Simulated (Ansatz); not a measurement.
Harmonic frequencies (cm⁻¹) at PBE0-D4/def2-TZVP from Ansatz: 45, 115, 159, 223, 357, 531, 618, 625, 691, 798, 910, 923, 937, 962, 1107, 1142, 1302, 1364, 1497, 1646, 2209, 2212, 2248, 2987, 3107, 3535, 3627.

Each molecule was computed in one conformer, which needn't be the lowest.

(1) Which molecule is it?
A. `[SiH3]B1B[SiH2]1`
B. `[SiH3][CH](Cl)[In]([TeH])[I]`
C. `NCS[SiH3]`
D. `NC(=O)C(O)O`

Results:

(1) C.
